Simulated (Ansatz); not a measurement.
A run of Ansatz (development build ahead of 0.2.0) on triplet H₂ in separate pieces at this shape:

```xyz
2

H     0.0000    0.0000    0.0000
H     0.0000    0.0000    8.0000
```

Its results:

- Converged: yes
- Total energy: -0.99981 hartree
- Spin squared of the determinant: 2.000
- Stability test: minimum among restricted orbitals

Problem. Which input gives this output? Name the method, the orbitals and the basis set, and write the input.

Solution. PBE (restricted open-shell) in pcseg-2.

```yaml
crystal:
  periodic: [false, false, false]
  atoms:
    - { symbol: H, position_ang: [0.0, 0.0, 0.0] }
    - { symbol: H, position_ang: [0.0, 0.0, 8.0] }
basis:
  gaussian: { orbitals: pcseg-2 }
magnetization:
  initial_magnetization: 2
hamiltonian:
  xc: pbe
```

Caution: stretched shape with no unrestricted run beside it, a lower state can exist.
